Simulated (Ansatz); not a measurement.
One change: `ClCI` becomes `[Cl][GeH2][I]`.

Ansatz, PBE0-D4/def2-TZVP geometries, multiplicity 1. 

Elements past krypton have def2 core potentials. Scalar relativity is left out up to krypton.

```csv
property,`ClCI`
zero-point energy (PBE0-D4/def2-TZVP) / kJ/mol,74.5
HOMO–LUMO gap (ωB97M-V/def2-TZVPP) / eV,10.41
HOMO–LUMO gap (B3LYP/def2-TZVPP) / eV,5.75
HOMO–LUMO gap (PBE/def2-TZVPP) / eV,4.16
size of the dipole moment (ωB97M-V/def2-TZVPP) / D,1.40
LUMO energy (PBE/def2-TZVPP) / eV,-2.30
```

Problem. Give the same properties after the change, and the shifts. (Estimate.)

Solution. Computed: 
| property | `[Cl][GeH2][I]` | shift |
| --- | --- | --- |
| zero-point energy (PBE0-D4/def2-TZVP) / kJ/mol | 47.2 | -27.3 |
| HOMO–LUMO gap (ωB97M-V/def2-TZVPP) / eV | 10.43 | 0.02 |
| HOMO–LUMO gap (B3LYP/def2-TZVPP) / eV | 5.90 | 0.15 |
| HOMO–LUMO gap (PBE/def2-TZVPP) / eV | 4.42 | 0.26 |
| size of the dipole moment (ωB97M-V/def2-TZVPP) / D | 1.65 | 0.25 |
| LUMO energy (PBE/def2-TZVPP) / eV | -2.33 | -0.03 |

With PBE0 the HOMO falls by 0.26 eV and the LUMO falls by 0.08 eV, so the gap widens by about 0.18 eV. PBE moves the HOMO by -0.29 eV and ωB97M-V by -0.21 eV. Dipoles are sizes alone; their direction can turn.

B3LYP here is the variant with VWN-RPA as its local correlation; programs differ in this.

Spin–orbit coupling is left out; it splits and shifts lone-pair levels of the heavy atoms by tenths of an eV.
